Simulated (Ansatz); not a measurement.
System: GeSe, charge 0, multiplicity 1. 
Coordinates optimised at B3LYP-D3(BJ)/def2-TZVP (Ansatz, a program for electronic structure):
SMILES: [Se]=[Ge]
```xyz
2

Ge     0.0000     0.0000    -1.1111
Se     0.0000     0.0000     1.0458
```

Parts of the frozen-core correlation energy in cc-pVDZ (Ansatz, hartree). Frozen orbitals: 28; correlated occupied orbitals by spin: 5 and 5; virtual: 21 and 21. No spin-orbit coupling. No relativistic terms.

| term | value |
|---|---|
| reference (HF) | -4475.18854 |
| MP2 opposite-spin | -0.13687 |
| MP2 same-spin | -0.04712 |
| CCSD correlation | -0.20221 |
| (T) | -0.01077 |
| CCSDT minus CCSD(T) | -0.00100 |
| T1 diagnostic | 0.030 |
| largest doubles amplitude | 0.092 |
